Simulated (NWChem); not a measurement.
# SiPH₅O₂; SMILES O[SiH](O)P

```xyz
9

Si     0.0019     0.4908     0.3456
O      1.4415     1.0164    -0.2904
O     -1.2909     1.2617    -0.3706
P     -0.0537    -1.7025    -0.1793
H     -0.0800     0.7812     1.8100
H      1.5555     1.9742    -0.3716
H     -1.8661     1.7573     0.2280
H      1.0212    -2.0567     0.6871
H     -1.0563    -2.0148     0.7860
```
Atoms are numbered in this order, from 1.

Results from NWChem. All runs use the structure optimised with B3LYP/6-31G* (spherical d).

Task: Among these, which level gives the highest value of “dipole (D)”?
(A) PBE/pcseg-2
(B) PBE/def2-SVP
(C) PBE/pcseg-1
(D) PBE/aug-pcseg-1

Result: C, PBE/pcseg-1. Values: PBE/aug-pcseg-1 2.61; PBE/pcseg-2 2.78; PBE/def2-SVP 2.92; PBE/pcseg-1 3.19
